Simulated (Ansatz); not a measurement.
A run on C2H7BFIn (`C[B]([InH2])CF`) with other settings.

```yaml
crystal:
  periodic: [false, false, false]
  atoms:
    - {symbol: C, position_ang: [-1.000328, -0.166340, 1.398075]}
    - {symbol: B, position_ang: [-0.082531, -0.045556, 0.142859]}
    - {symbol: In, position_ang: [1.258478, 1.655367, -0.498429]}
    - {symbol: C, position_ang: [-0.054874, -1.203822, -0.897689]}
    - {symbol: F, position_ang: [0.761587, -0.936037, -2.008000]}
    - {symbol: H, position_ang: [-1.844488, 0.520957, 1.241417]}
    - {symbol: H, position_ang: [-0.519060, 0.184421, 2.314820]}
    - {symbol: H, position_ang: [-1.419893, -1.161519, 1.575765]}
    - {symbol: H, position_ang: [0.705674, 2.976262, -1.476468]}
    - {symbol: H, position_ang: [2.940092, 1.733018, -0.082344]}
    - {symbol: H, position_ang: [0.316909, -2.128348, -0.432616]}
    - {symbol: H, position_ang: [-1.061577, -1.428393, -1.277389]}
basis:
  gaussian: {orbitals: def2-mTZVPP}
hamiltonian: {xc: {name: B97}}
accuracy: high
output: {forces: true}
```

```sh
$ ansatz run in.yaml --threads 4 --pin off --events-out ev --progress --plain --max-ram 10444MiB
```

Output, abridged:

```
Functional definition: B97
  name "B97"
  cite "Becke, J. Chem. Phys. 107, 8554 (1997) doi:10.1063/1.475007"
  parameter cx = 0.1943
  parameter cx0 = 0.8094
  parameter cx1 = 0.5073
  parameter cx2 = 0.7481
  parameter css0 = 0.1737
  parameter css1 = 2.3487
  parameter css2 = -2.4868
  parameter cos0 = 0.9454
  parameter cos1 = 0.7471
  parameter cos2 = -4.5961
  exchange = spin_sum(e_x_unif_s*poly(b97_u_x, cx0, cx1, cx2)) + cx*exact_x
  correlation = spin_sum(e_c_pw_same_spin*poly(b97_u_same, css0, css1, css2))
      + integral(e_c_pw_opposite_spin*poly(b97_u_opposite, cos0, cos1, cos2))
3457 factors; integrals over basis functions are off by at most 1.6e-8 eV
mean field evaluation 1: about -10747.3230 eV, gradient 5.7e1 eV
mean field evaluation 2: about -10743.7082 eV, gradient 6.6e1 eV
mean field evaluation 4: about -10754.8234 eV, gradient 3.0e0 eV
mean field evaluation 8: about -10754.9960 eV, gradient 1.8e-1 eV
mean field evaluation 16: about -10754.9960 eV, gradient 6.7e-5 eV
mean field -10754.99604085 eV, -395.2388145032 hartree, gradient 9.1e-8 eV, S^2 0.000000; 0 other end points of the search recorded, 0 dependent functions left out
the calculation of the forces begins
reference -10754.99604446 eV, -395.2388146358 hartree; 27, 27 occupied and 125, 125 virtual orbitals, 3457 factors
Total energy: -10754.99604446 eV, -395.2388146358 hartree
Atom 0 at    -1.000328    -0.166340     1.398075 Å, force    -0.058612    -0.011070     0.065100 eV/Å
Atom 1 at    -0.082531    -0.045556     0.142859 Å, force     0.021873     0.025161     0.020165 eV/Å
Atom 2 at     1.258478     1.655367    -0.498429 Å, force     0.076888     0.115156    -0.021537 eV/Å
Atom 3 at    -0.054874    -1.203822    -0.897689 Å, force    -0.231315    -0.137910     0.253843 eV/Å
Atom 4 at     0.761587    -0.936037    -2.008000 Å, force     0.266353     0.057883    -0.391025 eV/Å
Atom 5 at    -1.844488     0.520957     1.241417 Å, force    -0.082786     0.048254     0.007314 eV/Å
Atom 6 at    -0.519060     0.184421     2.314820 Å, force     0.026734     0.019616     0.090748 eV/Å
Atom 7 at    -1.419893    -1.161519     1.575765 Å, force    -0.045102    -0.075526     0.040378 eV/Å
Atom 8 at     0.705674     2.976262    -1.476468 Å, force    -0.026982     0.078093    -0.054609 eV/Å
Atom 9 at     2.940092     1.733018    -0.082344 Å, force     0.096296     0.009461     0.021438 eV/Å
Atom 10 at     0.316909    -2.128348    -0.432616 Å, force     0.033210    -0.093577     0.017645 eV/Å
Atom 11 at    -1.061577    -1.428393    -1.277389 Å, force    -0.076557    -0.035540    -0.049459 eV/Å
Dipole moment:    -0.425995    -0.272504     0.413473 e Å
```

Run time 20 s (4 threads of an Intel Xeon Platinum 8175M on a shared host); peak host memory 1.1 GiB.
